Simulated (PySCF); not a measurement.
Delta-SCF ions had no search for a lower state. Excitations are Tamm–Dancoff values on a coarser integration grid. The basis has no diffuse functions, so Rydberg states are missing or too high.

Z-matrix (Å, degrees):
```
C
C 1 1.3313
O 1 1.3522 2 128.09
H 2 1.0797 1 123.57 3 0.00
H 2 1.0797 4 117.55 1 180.00
H 1 1.0830 2 121.99 4 180.00
C 3 1.4188 1 116.93 6 -180.00
H 7 1.0871 3 106.37 1 -180.00
H 7 1.0939 8 109.74 3 120.06
H 7 1.0939 8 109.74 9 119.87
```
Charge 0, multiplicity 1.

Task: Predict the HOMO–LUMO gap, T1 excitation (TDA), LUMO, S1 oscillator strength, HOMO, dipole moment, vertical ionisation energy (Delta-SCF) and total energy from PBE-D3(BJ)/def2-TZVP // B3LYP-D3(BJ)/def2-TZVP (PySCF).

Result: 
| Item | Value |
|---|---|
| HOMO–LUMO gap | 5.37 eV |
| T1 excitation (TDA) | 4.51 eV |
| LUMO | -0.15 eV |
| S1 oscillator strength | 0.034 |
| HOMO | -5.51 eV |
| dipole moment | 0.92 D |
| vertical ionisation energy (Delta-SCF) | 8.93 eV |
| total energy | -192.9527 Ha |
